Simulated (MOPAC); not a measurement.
Job for MOPAC: PM3 on CdFH (SMILES [F][CdH]), a point of a bond scan (R = 4.415 Å).

```
PM3 1SCF PRECISE CHARGE=0 THREADS=1
CdFH

Cd    -0.00000000 1    -0.00000000 1    -0.27480080 1
H      0.00000000 1     0.00000000 1    -4.68956726 1
F      0.00000000 1     0.00000000 1     1.67781534 1
```

Program output:

```
*******************************************************************************
 **                                                                           **
 **                              MOPAC v23.2.5                                **
 **                                                                           **
 *******************************************************************************
 ** MOPAC's Digital Object Identifier: https://doi.org/10.5281/zenodo.6511958 **
 **                                                                           **
 ** Please cite the open-source release paper for use of this MOPAC version:  **
 ** J. E. Moussa and J. J. P. Stewart (2026)                                  **
 ** MOPAC: An open-source semiempirical molecular orbital program             **
 ** J. Open Source Softw., 11(119), 8025, https://doi.org/10.21105/joss.08025 **
 *******************************************************************************

                              PM3 CALCULATION RESULTS

 *******************************************************************************
 *  PM3        - The PM3 Hamiltonian to be used
 *
 *
 *
 *                 CHARGE ON SYSTEM = 0
 *
 *
 *
 *  PRECISE    - TIGHTER CRITERIA TO BE USED
 *  1SCF       - DO 1 SCF AND THEN STOP
 *  THREADS=1  - MULTI-THREADING NOT USED
 *  T=         - A TIME OF 172800.0 SECONDS REQUESTED
 *  DUMP=N     - RESTART FILE WRITTEN EVERY 7200.0 SECONDS REQUESTED
 *******************************************************************************
PM3 1SCF PRECISE CHARGE=0 THREADS=1
 CdFH

   ATOM   CHEMICAL          X               Y               Z
  NUMBER   SYMBOL      (ANGSTROMS)     (ANGSTROMS)     (ANGSTROMS)

     1      Cd         -0.00000000  *  -0.00000000  *  -0.27480080  *
     2       H          0.00000000  *   0.00000000  *  -4.68956726  *
     3       F          0.00000000  *   0.00000000  *   1.67781534  *



          CARTESIAN COORDINATES

    NO.       ATOM           X           Y           Z

     1        Cd         -0.0000     -0.0000     -0.2748
     2         H          0.0000      0.0000     -4.6896
     3         F          0.0000      0.0000      1.6778

  H: (PM3): J. J. P. STEWART, J. COMP. CHEM. 10, 209 (1989).
  F: (PM3): J. J. P. STEWART, J. COMP. CHEM. 10, 209 (1989).
 Cd: (PM3): J. J. P. STEWART, J. COMP. CHEM. 12, 320-341 (1991).

           Empirical Formula: H Cd F  =     3 atoms



      MOLECULAR POINT GROUP   :   C*v


      RHF CALCULATION, NO. OF DOUBLY OCCUPIED LEVELS = 5



 ALL CONVERGERS ARE NOW FORCED ON
 SHIFT=10, PULAY ON, CAMP-KING ON
 AND ITERATION COUNTER RESET



 -------------------------------------------------------------------------------
 PM3 1SCF PRECISE CHARGE=0 THREADS=1
 CdFH



     1SCF WAS SPECIFIED, SO BFGS WAS NOT USED
     SCF FIELD WAS ACHIEVED


                              PM3 CALCULATION
                                                       MOPAC v23.2.5 Linux




          FINAL HEAT OF FORMATION =        157.52386 KCAL/MOL =     659.07984 KJ/MOL


          COSMO AREA              =         84.78 SQUARE ANGSTROMS
          COSMO VOLUME            =         54.01 CUBIC ANGSTROMS

          IONIZATION POTENTIAL    =          5.915238 EV
          HOMO LUMO ENERGIES (EV) =         -5.915 -2.456
          NO. OF FILLED LEVELS    =          5
          MOLECULAR WEIGHT        =        132.4163         POINT GROUP:  C*v

          MOLECULAR DIMENSIONS (Angstroms)

            Atom       Atom       Distance
            F     3    H     2     6.36738
            F     3    H     2     0.00000
           Cd     1    H     2     0.00000


          SCF CALCULATIONS        =          1





   ATOM   CHEMICAL          X               Y               Z
  NUMBER   SYMBOL      (ANGSTROMS)     (ANGSTROMS)     (ANGSTROMS)

     1      Cd         -0.00000000  *  -0.00000000  *  -0.27480080  *
     2       H          0.00000000  *   0.00000000  *  -4.68956726  *
     3       F          0.00000000  *   0.00000000  *   1.67781534  *

                             CARTESIAN COORDINATES

   1   Cd       -0.000000000    -0.000000000    -0.274800800
   2    H        0.000000000     0.000000000    -4.689567260
   3    F        0.000000000     0.000000000     1.677815340


           Empirical Formula: H Cd F  =     3 atoms



      MOLECULAR POINT GROUP   :   C*v


                  EIGENVALUES
 -16.97361 -12.81155 -12.47542 -12.47542  -5.91524  -2.45580  20.51865  20.51865
  21.52630


              NET ATOMIC CHARGES AND DIPOLE CONTRIBUTIONS

  ATOM NO.   TYPE          CHARGE      No. of ELECS.   s-Pop       p-Pop
    1         Cd           0.993307        1.0067     0.95047     0.05623
    2          H          -0.356950        1.3569     1.35695
    3          F          -0.636357        7.6364     1.83478     5.80158
 DIPOLE           X         Y         Z       TOTAL
 POINT-CHG.     0.000     0.000     1.601     1.601
 HYBRID         0.000     0.000    -0.659     0.659
 SUM            0.000     0.000     0.942     0.942


          ATOMIC ORBITAL ELECTRON POPULATIONS

     Atom    s        px        py        pz
    1 Cd   0.95047   0.00363   0.00363   0.04896
    2  H   1.35695
    3  F   1.83478   1.99637   1.99637   1.80885

 **********************
 *                    *
 * JOB ENDED NORMALLY *
 *                    *
 **********************




 == MOPAC DONE ==
```

The run finished.

Cost: very roughly 0.11 core-seconds.
